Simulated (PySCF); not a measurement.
F₂HOSTa, SMILES [OH][Ta]([F])([F])=[S], multiplicity 1. Geometry: PBE-D3(BJ)/def2-SVP. The multiplicity is an assumed one; other spin states were not compared. The def2 effective core potentials stand for the cores of Ta; spin–orbit coupling is left out. The values are those of a single conformer.

### Question
Give the equilibrium geometry at PBE-D3(BJ)/def2-SVP (PySCF confirms it by a frequency run) as Cartesian coordinates in Å, and its point group. (An estimate is asked for; the answer gives what the named calculation found.)

### Answer
Several could match; the one computed here: point group Cs.
```xyz
6

Ta    -0.0125    -0.1688     0.0000
S     -0.0296     2.0082     0.0000
F     -0.8675    -0.7631    -1.5746
F     -0.8675    -0.7631     1.5746
O      1.7951    -0.7277     0.0000
H      2.6446    -0.2521     0.0000
```
